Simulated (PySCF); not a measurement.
Species: C₇H₁₃P.
SMILES with atom numbers: `[CH3:1][CH:2]([CH3:3])[P:4]1[CH2:5][CH:6]=[CH:7][CH2:8]1` (hydrogens: H9, H10, H11 on C1; H12 on C2; H13, H14, H15 on C3; H16, H17 on C5; H18 on C6; H19 on C7; H20, H21 on C8)

Cartesian coordinates in Å at the PBE0-D3(BJ)/def2-SVP level; atoms count from 1:
```xyz
21
C7H13P angstrom
C     -1.718   -1.243   -0.239
C     -0.822   -0.118    0.268
C     -1.649    1.126    0.572
P      0.491    0.284   -1.015
C      1.579   -1.234   -0.815
C      2.526   -0.935    0.310
C      2.561    0.329    0.744
C      1.650    1.303    0.055
H     -2.227   -0.949   -1.172
H     -2.497   -1.482    0.503
H     -1.161   -2.171   -0.440
H     -0.307   -0.448    1.188
H     -1.041    1.949    0.977
H     -2.151    1.497   -0.337
H     -2.430    0.900    1.317
H      0.965   -2.131   -0.633
H      2.126   -1.427   -1.755
H      3.174   -1.716    0.721
H      3.241    0.661    1.536
H      2.224    2.003   -0.579
H      1.080    1.931    0.759
```

Linear response at B3LYP/def2-SVPD (PySCF, frozen core in the response, non-relativistic).

Static isotropic polarisability: 107.62 au (15.95 Å³), principal values 91.9, 111.5, 119.4 au.

Task: What is the polarisability at 1064 nm and at the sodium D line?

Result: 108.62 au at 1064 nm (+0.9 %), 111.01 au at 589.3 nm (+3.2 %). The rise at 589.3 nm is 3.38 times that at 1064 nm; a pure ω² law gives 3.26. The lowest singlet lies at 230 nm, shorter than both wavelengths.

Task: What is the isotropic C6 coefficient between two such molecules, C6 = (3/π)∫α(iω)² dω?

Result: 4551 au (Eh·bohr⁶) by a ten-point quadrature over imaginary frequencies, which is 2720 eV·Å⁶ or 262 J·nm⁶/mol.

Task: Which effective excitation energy ω̄ makes London's formula C6 = (3/4)α²ω̄ exact here?

Result: ω̄ = 4·C6/(3α²) = 0.524 Eh = 14.3 eV. A one-pole form α(ω) = α/(1 − ω²/ω̄²) fitted to the 1064 nm value gives 12.1 eV. London's choice of the ionisation energy (8.33 eV, ΔSCF at the same level) gives C6 = 2660 au, 42 % too low.

Task: The lowest 10 singlets have (eV, f): 5.40, 0.003; 5.91, 0.002; 6.16, 0.015; 6.30, 0.064; 6.41, 0.006; 6.55, 0.048; 6.84, 0.023; 6.85, 0.031; 6.85, 0.020; 6.89, 0.081. What share of the static polarisability do they carry in the sum over states α = Σ f/ω²?

Result: 4.97 au, 4.6 % of α; the largest term, 1.27 au, is that of the state at 6.89 eV. Their oscillator strengths add up to 0.29. Higher states carry the rest.

Task: How many electrons N does the Slater–Kirkwood formula C6 = (3/4)·√N·α^(3/2) need to give this C6?

Result: N = (4·C6/3)²/α³ = 29.5; the species has 70 electrons in all.

Task: What molar refraction at the D line follows from R = (4π/3)·N_A·α′, with α′ the polarisability volume?

Result: α′ = 16.45 Å³ gives R = 41.50 cm³/mol, for isolated, non-vibrating species.

Task: What n − 1 at the D line would an ideal gas of it have at 273.15 K and 1 atm (2.6868 × 10¹⁹ cm⁻³), by n − 1 = 2π·N·α′?

Result: 27.77 × 10⁻⁴, a formal value whether or not that pressure can be reached.

Task: What three-body coefficient follows from the one-pole estimate C9 = (3/4)·α·C6?

Result: 367000 au. This is an estimate from the two numbers above, not a computed integral.

One conformer stands for the species.
